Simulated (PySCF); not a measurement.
An equivalent PySCF input for Al (aluminium, neutral), [Ne] 3s2 3p1, 2P determinant, with scalar relativity by spin-free X2C-1e:

```python
from pyscf import gto, scf, dft, mp, cc
import basis_set_exchange as bse
mol = gto.M(atom="Al 0 0 0", charge=0, spin=1, symmetry="D2h",
            basis=gto.basis.parse(bse.get_basis("Sapporo-DZP-2012", elements=["Al"], fmt="nwchem", header=False)),
            nucmod="G")
mf = dft.UKS(mol, xc="MN15").sfx2c1e()
mf.irrep_nelec = {'Ag': (3, 3), 'B1u': (1, 1), 'B2u': (2, 1), 'B3u': (1, 1)}
mf.kernel()
```

It reaches the same state as the run whose output follows, with an energy that differs only through the grid. The run itself started from symmetry-adapted Hartree-Fock orbitals and held the occupation by maximum overlap, on a logarithmic radial grid, so the iterations belong to that start.

```
SCF conv_tol = 1e-09
number electrons alpha = 7  beta = 6
XC functionals = MN15
    H. S. Yu, X. He, S. L. Li, and D. G. Truhlar.,  Chem. Sci. 7, 5032-5051 (2016)
    H. S. Yu, X. He, S. L. Li, and D. G. Truhlar.,  Chem. Sci. 7, 5032-5051 (2016)
cycle= 1 E= -242.631133492113  delta_E= -0.021  |g|= 0.0582  |ddm|= 0.185
cycle= 2 E= -242.631417726178  delta_E= -0.000284  |g|= 0.0294  |ddm|= 0.0308
cycle= 3 E= -242.631503071532  delta_E= -8.53e-05  |g|= 0.000856  |ddm|= 0.00964
cycle= 4 E= -242.631504516159  delta_E= -1.44e-06  |g|= 0.00018  |ddm|= 0.00308
cycle= 5 E= -242.631504600607  delta_E= -8.44e-08  |g|= 1.53e-05  |ddm|= 0.00089
cycle= 6 E= -242.631504600727  delta_E= -1.2e-10  |g|= 1.49e-06  |ddm|= 3.57e-05
converged SCF energy = -242.631504600727  <S^2> = 0.75205655  2S+1 = 2.0020555
```
